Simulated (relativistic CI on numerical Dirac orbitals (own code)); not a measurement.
Calculated at this level of theory: Dirac-Coulomb-Breit CI, KLI orbitals optimised for each configuration, a model potential for QED, unscaled Slater integrals (own radial code, finite nucleus).

The strongest absorption lines from the ground level of an ion, among the configurations computed and to levels below about 111 eV (vacuum wavelength in Å, gf): 145.18 (2.9), 150.29 (0.4), 151.60 (11), 152.57 (1.4), 154.43 (3.5), 156.31 (17), 199.25 (0.71), 200.91 (0.58).

**Question.** Which ion is it?
A. Ag XII
B. Ag X
C. Sb XIV
D. In XII

**Answer.** B. Ag X has 38 electrons and the ground level 4s²4p⁶4d² ³F2; the strongest line goes to 4s²4p⁵4d³ ³G°3. The pattern of lines fixes the number of electrons, and along that sequence the line energies rise steadily with the charge (about as its square where n changes within one kind of shell, about linearly where n is kept but much faster in heavy ions where fine structure, which grows about as Z⁴, sets the gap, and irregularly where shells cross), which fixes Z. Configurations outside the model, such as inner-shell arrays, can give stronger lines. At this charge energies of transitions that change n are usually good to better than 1 %, and those within a shell (Δn = 0) to a few per cent. Terms inside the open d or f shell come out 10 to 20 % too wide with unscaled integrals.

LS names give the leading component of a level, which can be under half, so a name can repeat, a term be missing and a line seem to break the LS rules.
